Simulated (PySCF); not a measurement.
Species: C7H11FO.
Numbering: `[CH3:1][C:2]1([CH3:3])[CH2:4][C@:5]1([CH3:6])[C:7](=[O:8])[F:9]`

Structure used (GFN2-xTB), in Å, numbered top down from 1:
```xyz
20
C7H11FO angstrom
C      1.383   -0.364    1.360
C      0.657    0.237    0.179
C      1.514    0.256   -1.067
C     -0.326    1.329    0.411
C     -0.850   -0.035   -0.008
C     -1.415   -0.244   -1.398
C     -1.520   -0.798    1.047
O     -1.481   -0.672    2.226
F     -2.302   -1.802    0.533
H      1.724   -1.371    1.124
H      0.751   -0.407    2.242
H      2.255    0.243    1.597
H      2.486    0.682   -0.825
H      1.672   -0.755   -1.438
H      1.075    0.853   -1.860
H     -0.410    2.124   -0.313
H     -0.523    1.630    1.429
H     -1.072    0.529   -2.079
H     -2.502   -0.207   -1.369
H     -1.121   -1.214   -1.794
```

NICS = −σ at a ghost point: NICS(0) at the centroid of the ring atoms, NICS(1) 1 Å to either side along the normal of their mean plane, zz for the tensor component along that normal. Level: GIAO PBE0/pcSseg-1 (PySCF, non-relativistic, gas phase) on the GFN2-xTB geometry, one conformer.

Ring bond lengths (Å), with Mayer bond orders in brackets: C2–C4 1.487 (0.91), C4–C5 1.520 (0.87), C5–C2 1.543 (0.82).

Q: What do the NICS probes read (ppm)?

A: 
```json
{"ring": "C2–C4–C5", "type": "3-membered carbocycle; formal bonds all single", "NICS(0)": "-44.7", "NICS(1), two faces": "-7.7 / -8.1", "NICS(1)zz, two faces": "-20.5 / -21.5", "rms pucker (Å)": "0.00", "centre to ring atoms, mean (Å)": "0.88"}
```

Q: What do they say, and how far can they be read as aromaticity?

A: 
- C2–C4–C5: mean NICS(1)zz -21.0 ppm, shielded. C2, C4, C5 have four or more neighbours; no verdict on aromaticity is drawn. NICS(0) lies 37 ppm below the mean NICS(1).

Q: Give the inner angles of the rings and the Hirshfeld charges of the ring atoms.

A: 
- C2–C4–C5: C2 60.2° (+0.029 e), C4 61.7° (-0.083 e), C5 58.1° (-0.006 e); sum 180.0° against 180° for a flat convex ring.
